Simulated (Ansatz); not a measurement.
Two isomers of C6H12O: A = `CC(=O)CC(C)C`, B = `CCCCCC=O`.

Computed with Ansatz on PBE0-D4/def2-TZVP structures; ΔE is electronic, products minus reactants. CBS: MP2 limit from def2 TZ/QZ plus the TZ coupled-cluster correction, frozen cores. DFT in def2-TZVPP. B3LYP here is the variant with VWN-RPA as its local correlation; programs differ in this. Each species was taken in one conformer, which may not be the lowest.

Which is lower in electronic energy at CCSD(T)/CBS, and by how much? (An estimate is asked.)

The calculation gave: A, by 8.8 kcal/mol.

Give E(B) − E(A) in kcal/mol with PBE-D4, B2PLYP, B3LYP, HF/def2-TZVPP, CCSD(T)/def2-TZVPP, ωB97M-V, B3LYP-D4. (Estimate.)

Computed: PBE-D4 9.1, B2PLYP 8.4, B3LYP 7.9, HF/def2-TZVPP 7.3, CCSD(T)/def2-TZVPP 8.8, ωB97M-V 9.4, B3LYP-D4 9.0. None reverses the order clearly.

Largest T1 diagnostic: 0.012.

The D4 term adds +1.1 kcal/mol with B3LYP and +0.6 kcal/mol with PBE0; it sums over pairs of atoms, weighted by their polarisabilities, and B3LYP, whose exchange is more repulsive, gets the larger term. Leaving LDA and LC-ωPBE aside and taking each functional with its dispersion term where it has one, the values, not all of them listed here, spread over 1.6 kcal/mol, from B2PLYP to r2SCAN-D4. LDA lies +2.4 kcal/mol from PBE without D4.
